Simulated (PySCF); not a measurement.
1-fluoro-3-methylidenecyclobutane (C5H7F), SMILES C1(=C)CC(F)C1.

Geometry: B3LYP-D3(BJ)/def2-SVP.

Two levels are set side by side: TDDFT-PBE/def2-SVPD (PySCF) and TDDFT-LC-ωPBE/def2-SVPD (PySCF). Vertical, same geometry. The lowest singlet is HOMO→LUMO 62 %, HOMO→LUMO+1 16 %, HOMO−2→LUMO 10 % with PBE and HOMO→LUMO 95 % with the other functional; states are paired by order. Differences are taken from unrounded values.

```tsv
quantity	TDDFT-LC-ωPBE
lowest singlet excitation (eV)	7.16
lowest triplet excitation (TDA) (eV)	4.09
first bright state (f over 0.05) (eV)	7.16
its oscillator strength	0.41
```

What does TDDFT-PBE give, and how far is it from TDDFT-LC-ωPBE? (An estimate is asked for; the answer gives what the named calculation found.)


| quantity | TDDFT-PBE | TDDFT-PBE minus TDDFT-LC-ωPBE |
|---|---|---|
| lowest singlet excitation (eV) | 6.23 | -0.93 |
| lowest triplet excitation (TDA) (eV) | 4.24 | 0.15 |
| first bright state (f over 0.05) (eV) | 6.23 | -0.93 |
| its oscillator strength | 0.12 | -0.29 |

A lower first singlet is the usual sign of a functional without exact exchange. Differences between two approximate levels are no errors against the true value.

Rough cost on one machine, each run with all the roots and properties that it gave: TDDFT-LC-ωPBE against TDDFT-PBE about 7 times.
